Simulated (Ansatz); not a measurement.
Isolated molecules relaxed with PBE0-D4/def2-TZVP in Ansatz; ΔE leaves out vibrations. CCSD(T)/CBS adds triple-zeta CCSD(T) − MP2 to the extrapolated MP2 energy (def2 sets, frozen cores). DFT in def2-TZVPP. B3LYP here is the variant with VWN-RPA as its local correlation; programs differ in this. Each species was taken in one conformer, which may not be the lowest.

`FCCOC(F)F` → `CCOC(F)(F)F`  (isomerisation)

CCSD(T)/CBS gives -16.3 kcal/mol.

Question: Another level gave -15.8 kcal/mol. Which?
A. B3LYP-D4/def2-TZVPP
B. BLYP-D4/def2-TZVPP
C. r2SCAN/def2-TZVPP
D. B2PLYP/def2-TZVPP

Answer: D. B2PLYP -15.8, r2SCAN -17.9, B3LYP-D4 -14.8, BLYP-D4 -13.4 kcal/mol.

Largest T1 diagnostic among the species: 0.012.

At CCSD(T), def2-SVP lies −3.8 kcal/mol from the extrapolated value and def2-TZVPP −0.3 kcal/mol. Leaving LDA and LC-ωPBE aside and taking each functional with its dispersion term where it has one, the values, not all of them listed here, spread over 5.1 kcal/mol, from r2SCAN0-D4 to BLYP-D4. LDA lies −2.3 kcal/mol from PBE without D4. From PBE to PBE0 (25 % exact exchange), in def2-TZVPP and without D4, ΔE moves by −1.4 kcal/mol.

CCSD(T)/CBS has its own doubt, a few kJ/mol and more with outer-core shells, so smaller differences from it don't rank the levels.
